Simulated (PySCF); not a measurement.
TaOF₂, SMILES [O]=[Ta+]([F])[F], charge +1, multiplicity 1. Heavy atoms are numbered as in [Ta+:1](=[O:2])([F:3])[F:4].

Coordinates come from a r2SCAN-D4/def2-TZVP optimisation. The spin state was assumed, not searched. The isomer is the one that the SMILES or the coordinates give; other isomers of the formula were not compared. The def2 effective core potentials stand for the cores of Ta; spin–orbit coupling is left out.

These are CAM-B3LYP/def2-TZVPD (PySCF) values and carry that method's errors.

Mulliken values depend strongly on the basis, most of all with diffuse functions as here. ESP charges are fitted to the potential on shells at 1.4 to 2.0 van der Waals radii. Atomic charges (e), one atom of each kind:

| atom | ESP fit | Mulliken |
|---|---|---|
| Ta1 | … | 2.02 |
| O2 | … | -0.38 |
| F3 | … | -0.32 |

**Question.** Fill in the missing entries. (Estimate from the structure and the level; the computed values follow.)

**Answer.** 
- Ta1, ESP fit: 2.26
- O2, ESP fit: -0.52
- F3, ESP fit: -0.37
